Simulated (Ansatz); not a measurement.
The same atomization along the group B, Al, Ga, In.

Calculated with Ansatz (gas phase, PBE0-D4/def2-TZVP geometries, no zero-point term in ΔE). CBS: MP2 limit from def2 TZ/QZ plus the TZ coupled-cluster correction, frozen cores. Small cases extrapolate CCSD(T) itself. DFT in def2-TZVPP. Open shells (•) are unrestricted, without spin–orbit coupling. Spin–orbit coupling would lower the free atoms: a little for Al, B; clearly for Ga; strongly for In. Elements past krypton have def2 core potentials. Bonds to Ga, In are less sure, by a few kJ/mol each and by 10 to 20 or more in all where they break to atoms, as the def2 sets lack core-valence functions. Scalar relativity is left out up to krypton.

```json
{"reaction": "BH₃ → B• + 3 H•", "r2SCAN-D4 (kcal/mol)": "282.4", "HF/CBS(def2) (kcal/mol)": "231.8", "MP2/CBS(def2) (kcal/mol)": "279.5"}
{"reaction": "`[AlH3]` → Al• + 3 H•", "r2SCAN-D4 (kcal/mol)": "211.9", "HF/CBS(def2) (kcal/mol)": "168.7", "MP2/CBS(def2) (kcal/mol)": "209.2"}
{"reaction": "`[GaH3]` → Ga• + 3 H•", "r2SCAN-D4 (kcal/mol)": "198.5", "HF/CBS(def2) (kcal/mol)": "151.5", "MP2/CBS(def2) (kcal/mol)": "193.8"}
{"reaction": "`[InH3]` → In• + 3 H•", "r2SCAN-D4 (kcal/mol)": "173.9", "HF/CBS(def2) (kcal/mol)": "128.7", "MP2/CBS(def2) (kcal/mol)": "165.4"}
```

Task: Give the CCSD(T)/CBS values in the same order. (Estimate.)

Result: Ansatz gave: 280.3, 214.1, 199.7, 175.9 kcal/mol.

Largest T1 diagnostic: 0.018, for Al•.

Extrapolated directly: BH₃ → B• + 3 H•; `[AlH3]` → Al• + 3 H•.

For atomizations the MP2-based limit and the directly extrapolated one differ by several kJ/mol either way, and by 10 to 25 for some Ge, Se and Sn compounds, so smaller differences from it don't rank the levels.
